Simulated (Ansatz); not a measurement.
**Molecular dynamics of ClH7SiSn**

input.yaml

```yaml
crystal:
  periodic: [false, false, false]
  atoms:
    - { symbol: Sn, position_ang: [0.027425, 0.088588, -0.067561] }
    - { symbol: H, position_ang: [1.025672, -0.572078, 1.514431] }
    - { symbol: H, position_ang: [1.240452, -0.55352, -1.090785] }
    - { symbol: Cl, position_ang: [-0.895092, 1.834528, -1.554583] }
    - { symbol: H, position_ang: [-1.425101, -0.515323, 0.607408] }
    - { symbol: Si, position_ang: [0.898061, 2.545052, 1.247059] }
    - { symbol: H, position_ang: [1.710531, 2.602024, 2.521414] }
    - { symbol: H, position_ang: [1.682914, 3.179896, 0.138806] }
    - { symbol: H, position_ang: [-0.425951, 3.207548, 1.482312] }
    - { symbol: H, position_ang: [0.998091, 0.708486, 1.4423] }
basis:
  gaussian: { orbitals: def2-SVP }
hamiltonian:
  xc: pbe
  dispersion: d4
md:
  timestep: 0.5
  n_steps: 200
  ensemble: nve
  temperature: 300.0
  initial_velocities: maxwell_boltzmann
  seed: 5162
```

Run as:

```bash
$ ansatz run input.yaml --threads 2 --pin off --max-ram 3072MiB --backend cpu --events-out ev --progress --plain --runs-dir out
```

It starts at the highest image of a converged band. Of that band: Beside the main top the profile has a ripple of under 15 meV (maxima at images 4, 7), which may be a very shallow well or noise. Neighbouring images differ by up to 2.4 eV, so the band resolves the path poorly. A vibrational analysis at the climbing image gives one clearly imaginary mode, 1407i cm⁻¹: a first-order saddle point.

Output, in part (step lines, the closing report, with atoms numbered from 0):

```
md step     0: t =     0.00 fs  T =   300.0 K  F+E_penalty+E_count = -26326.97862747 eV  E_kin = 0.310224 eV  conserved = -26326.66840347 eV  (26 SCF iters)
md step     1: t =     0.50 fs  T =   296.7 K  F+E_penalty+E_count = -26326.97517676 eV  E_kin = 0.306792 eV  conserved = -26326.66838451 eV  (29 SCF iters)
md step     2: t =     1.00 fs  T =   287.2 K  F+E_penalty+E_count = -26326.96533940 eV  E_kin = 0.297018 eV  conserved = -26326.66832114 eV  (29 SCF iters)
md step     3: t =     1.50 fs  T =   272.6 K  F+E_penalty+E_count = -26326.95012323 eV  E_kin = 0.281902 eV  conserved = -26326.66822163 eV  (29 SCF iters)
md step     4: t =     2.00 fs  T =   254.3 K  F+E_penalty+E_count = -26326.93110396 eV  E_kin = 0.263003 eV  conserved = -26326.66810070 eV  (29 SCF iters)
md step     5: t =     2.50 fs  T =   234.2 K  F+E_penalty+E_count = -26326.91019164 eV  E_kin = 0.242214 eV  conserved = -26326.66797793 eV  (30 SCF iters)
md step     6: t =     3.00 fs  T =   214.2 K  F+E_penalty+E_count = -26326.88932407 eV  E_kin = 0.221451 eV  conserved = -26326.66787347 eV  (30 SCF iters)
md step     7: t =     3.50 fs  T =   195.7 K  F+E_penalty+E_count = -26326.87015532 eV  E_kin = 0.202353 eV  conserved = -26326.66780252 eV  (29 SCF iters)
[... lines left out ...]
Total energy: -26328.77149983 eV, -967.5645063366 hartree
Atom 0 at    -0.131063    -0.312893    -0.277656 Å, force    -1.358165    -1.033500     0.084473 eV/Å
Atom 1 at     1.199699    -1.267945     0.232009 Å, force     0.674206     0.374279    -0.359528 eV/Å
Atom 2 at    -1.046686    -1.090456    -1.571283 Å, force     0.372228     0.051444     0.343493 eV/Å
Atom 3 at    -0.436323     1.892241    -1.043452 Å, force     0.499350     0.489814    -0.072165 eV/Å
Atom 4 at    -1.020267    -0.351491     1.204159 Å, force    -0.176699     0.147540    -0.003319 eV/Å
Atom 5 at     1.033755     3.988765     1.512037 Å, force     1.367766    -0.981772    -0.467561 eV/Å
Atom 6 at     1.616812     4.851789     2.592045 Å, force    -0.312790     0.065993     0.234460 eV/Å
Atom 7 at    -0.230678     4.541044     0.926168 Å, force     0.204856     0.179087    -0.167710 eV/Å
Atom 8 at     0.690940     2.579192     2.027547 Å, force     0.172172     0.547945    -0.022110 eV/Å
Atom 9 at     2.346613     3.821869     0.589038 Å, force    -1.442924     0.159171     0.429968 eV/Å
Dipole moment:     0.089282    -0.368277     0.038643 e Å
```

The steps, from the saved trajectory:

```csv
time (fs),T (K),potential energy less start (eV),conserved less start (meV/atom)
0,300,0.000,0.00
3,214,0.089,0.05
6,147,0.159,0.05
9,158,0.148,0.06
12,284,0.017,0.03
15,429,-0.133,0.03
18,692,-0.405,-0.02
21,852,-0.572,-0.04
24,767,-0.482,0.07
27,889,-0.609,-0.04
30,844,-0.562,0.03
33,867,-0.586,0.04
36,1053,-0.779,-0.03
39,1092,-0.818,0.05
42,1279,-1.012,0.04
45,1518,-1.260,-0.08
48,1533,-1.274,0.09
51,1783,-1.535,-0.06
54,1837,-1.589,0.04
57,1969,-1.725,0.03
60,2116,-1.878,-0.08
63,2008,-1.765,0.06
66,2013,-1.772,-0.07
69,1763,-1.513,0.04
72,1662,-1.408,0.06
75,1793,-1.544,-0.06
78,1738,-1.486,0.10
81,1992,-1.750,-0.05
84,2123,-1.885,-0.02
87,2119,-1.881,0.07
90,2372,-2.144,-0.06
93,2378,-2.149,-0.01
96,2322,-2.091,-0.03
99,2158,-1.922,-0.02
```

All steps were run. The conserved energy stayed within 0.13 meV per atom of its start (net change 0.019 meV per atom), so the integration is sound. The kinetic energy rose, since the run started high on the potential surface and went downhill. It ends in pieces (ClH3Sn + H4Si), so much of that is their flight and rotation, not heat. A run of 0.1 ps of so small a system gives no equilibrium averages. The orbitals stay closed-shell, which can raise the energy where a bond breaks towards radicals; this wasn't checked here.

Between its relaxed ends the band would form Sn1–Si6, H2–H10 and break Sn1–H2, Si6–H10. These pairs go: Sn1–Si6 2.92 → 4.80 Å, H2–H10 1.28 → 5.23 Å, Sn1–H2 1.98 → 1.72 Å, Si6–H10 1.85 → 1.61 Å. In the last frame they stand as before the step (other bonds may differ from the relaxed reactants and products). Also parted: Sn1–H10 1.90 → 4.90 Å. It ends as ClH3Sn + H4Si. Pairs count as bonded within 1.25 times the sum of covalent radii (0.12 Å more for H–H).

Last frame:

```xyz
10
Properties=species:S:1:pos:R:3
Sn -0.131 -0.313 -0.278
H 1.200 -1.268 0.232
H -1.047 -1.091 -1.571
Cl -0.436 1.892 -1.044
H -1.020 -0.351 1.204
Si 1.034 3.989 1.512
H 1.617 4.852 2.592
H -0.231 4.541 0.926
H 0.691 2.579 2.027
H 2.347 3.822 0.589
```

Time of the run: 7 min on 2 threads of Intel(R) Xeon(R) Platinum 8259CL CPU @ 2.50GHz (Skylake/Cascade Lake) (shared host), peak memory 0.16 GiB.
